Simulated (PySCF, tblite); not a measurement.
C2H9OP2Si2 (doublet state).
Structure used (GFN2-xTB), in Å, numbered top down from 1:
```xyz
16
C2H9OP2Si2 angstrom
C     -2.3566    0.2831    0.3018
C     -1.1102    0.5923   -0.5033
O     -0.2562    1.4275   -0.0693
Si     0.0584   -1.1586   -0.4593
P      1.8909   -0.6072   -1.6492
Si     2.5933    0.0318    0.4236
P      0.9928   -1.1014    1.5913
H     -2.1041    0.0849    1.3417
H     -2.8945   -0.5639   -0.1150
H     -3.0075    1.1580    0.2754
H     -1.3237    0.6140   -1.5918
H     -0.7376   -2.3232   -0.8698
H      1.4462    0.6386   -2.0418
H      2.5763    1.4716    0.6413
H      3.9045   -0.5630    0.6940
H      0.3202    0.0245    2.0192
```

Jobs on this species (16 atoms, 87 electrons) with PySCF (density fitting) and tblite. Hardware of each: one thread of an Arm Neoverse V2, shared host. Other jobs ran on the host; a repeat could differ by tens of per cent or more.

```
                                                           level and settings                                                               work  basis functions  SCF cycles  wall time
                                                                     GFN2-xTB                                      Hessian by finite differences                –           –     0.77 s
UKS B3LYP, pcH-1 on C H O P Si, non-relativistic, mean-field spin-orbit, GIAO  unrestricted SCF, g, hyperfine, density and orbital grids written              305           ?          ?
                                                                     GFN2-xTB                                                  L-BFGS relaxation                –           –     0.67 s
```

Q: Fill in the missing figures.

A: 
- UKS B3LYP, pcH-1 on C H O P Si, non-relativistic, mean-field spin-orbit, GIAO; unrestricted SCF, g, hyperfine, density and orbital grids written: 2.8 min, 15 SCF cycles

Q: What do all jobs in the table cost together?

A: About 2.8 min; the longest takes about 99 % of that, and about 250 times as long as the shortest.
